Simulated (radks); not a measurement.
These are the eigenvalues of the occupied orbitals of an atom or ion with whole-number occupations (hartree). Method: non-relativistic Kohn-Sham, PBE, spin-polarised, spherical densities, point nucleus; computed with a radial shooting solver on a logarithmic mesh with Libxc functionals.

1s: -1118.654
2s: -168.7636
2p: -158.4622
3s: -34.77231
3p: -30.46788
3d: -22.47384
4s: -7.16560
4p: -5.68245
4d: -3.17125
5s: -1.88679

Which element is it, and in what charge state? The configuration may be excited. Open shells, if any, are filled with parallel spins first.

Answer. Z = 52, tellurium, charge +4: Te4+ in [Kr] 4d10 5s2. The list shows which subshells hold electrons but not how many an open one holds; the 1s level, -1118.7 hartree, gives Z - s = 47.3 by -(Z - s)^2/2, which with screening narrows Z to a few neighbours, and the depths of the outer levels then fix element, charge and occupations together.
